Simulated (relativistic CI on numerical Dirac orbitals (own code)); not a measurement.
**What each ingredient does to the levels of Ba¹¹⁺**

Base calculation: Dirac-Coulomb-Breit CI, separate exchange-only KLI orbitals for each configuration, QED by a radiative potential, unscaled Slater integrals.

Configurations in the expansion (outside the closed core [Ar] 3d10): 4s²4p⁶4d⁹, 4s²4p⁵4d¹⁰, 4s²4p⁶4d⁸4f, 4s²4p⁶4d⁸5s, 4s4p⁶4d¹⁰, 4s²4p⁶4d⁸5p, 4s²4p⁵4d⁹4f, 4s²4p⁶4d⁸5d, 4s²4p⁶4d⁷4f5s, 4s²4p⁶4d⁷5s5p, 4s4p⁶4d⁹4f, 4s²4p⁶4d⁸6s, 4s²4p⁶4d⁸5f, 4s²4p⁶4d⁸6p, 4s²4p⁶4d⁷5s², 4s²4p⁶4d⁶4f5s², 4s²4p⁶4d⁶5s²5p, 4s²4p⁵4d⁷4f5s². Double excitations out of closed p, d and f shells are left out; levels of such configurations are missing from the list, as are those of other unlisted configurations, and high levels can miss mixing partners.

Variants: (1) P86 correlation estimate; (2) configuration mixing switched off. Shifts of the energy above 4s²4p⁶4d⁹ ²D5/2, in cm⁻¹, for the lowest level and the first level of each name with at least 55 % of one term (blank where a level changes its place among those of its configuration and J or its character, or is not in the variant):

| Level | Base | Δ(1) | Δ(2) |
| --- | --- | --- | --- |
| 4s²4p⁶4d⁹ ²D5/2 | 0 | 0 | 0 |
| 4s²4p⁶4d⁹ ²D3/2 | 22084 | -1 | -265 |
| 4s²4p⁶4d⁸5s ⁴F9/2 | 679510 | +8799 | -9433 |
| 4s²4p⁶4d⁸5s ⁴F7/2 | 686923 | +8799 | -9408 |
| 4s²4p⁶4d⁸5s ²F7/2 | 704016 | +8799 | -9416 |
| 4s²4p⁶4d⁸5s ⁴P1/2 | 721892 | +8803 | -8772 |
| 4s²4p⁵4d¹⁰ ²P°3/2 | 726634 | +1230 | +84607 |
| 4s²4p⁶4d⁸5s ²G9/2 | 734607 | +8801 | -9083 |
| 4s²4p⁶4d⁸5s ²G7/2 | 735052 | +8801 | -9076 |
| 4s²4p⁶4d⁸5s ²P1/2 | 736023 | +8800 | -9202 |
| 4s²4p⁶4d⁸4f ⁴F°7/2 | 779483 | +1913 | -9288 |
| 4s²4p⁶4d⁸4f ⁴F°5/2 | 780656 | +1913 | -9240 |
| 4s²4p⁶4d⁸4f ⁴F°9/2 | 782012 | +1913 | -9361 |
| 4s²4p⁶4d⁸4f ²P°1/2 | 786235 | +1764 |  |
| 4s²4p⁶4d⁸4f ⁴D°7/2 | 792550 | +1912 | -8955 |
| 4s²4p⁶4d⁸5s ²S1/2 | 793962 | +8804 | -8690 |
| 4s²4p⁶4d⁸4f ⁴I°15/2 | 794376 | +1909 | -9647 |
| 4s²4p⁶4d⁸4f ⁴F°3/2 | 794858 | +1913 | -9758 |
| 4s²4p⁶4d⁸4f ⁴D°1/2 | 800403 | +1845 |  |
| 4s²4p⁶4d⁸4f ⁴P°1/2 | 811031 | +1908 | -8154 |
| 4s²4p⁶4d⁸4f ⁴H°7/2 | 815694 | +1910 |  |
| 4s²4p⁶4d⁸4f ⁴G°7/2 | 815996 | +1920 |  |

At this charge transitions that keep the count of f electrons are usually good to a few per cent. Terms inside the open d or f shell come out 10 to 20 % too wide with unscaled integrals. Levels and lines within the n = 5 or 6 shells can be off by up to 10 % or somewhat more, and those that change n by about 2 %, since core polarisation is missing. Levels that differ in their count of f electrons can be misplaced by several ten thousand cm⁻¹, since the correlation energy of f electrons is missing or only estimated; rates across such gaps can be off by orders of magnitude.

Ionisation energy from one configuration of each of the two ions, the ground ones as tabulated or assumed: base 267.099 eV; P86 correlation estimate 268.854 eV. The NIST ASD value (theoretical) is 267.1 ± 2.5 eV.

LS names give the leading component of a level, which can be under half, so a name can repeat, a term be missing and a line seem to break the LS rules.
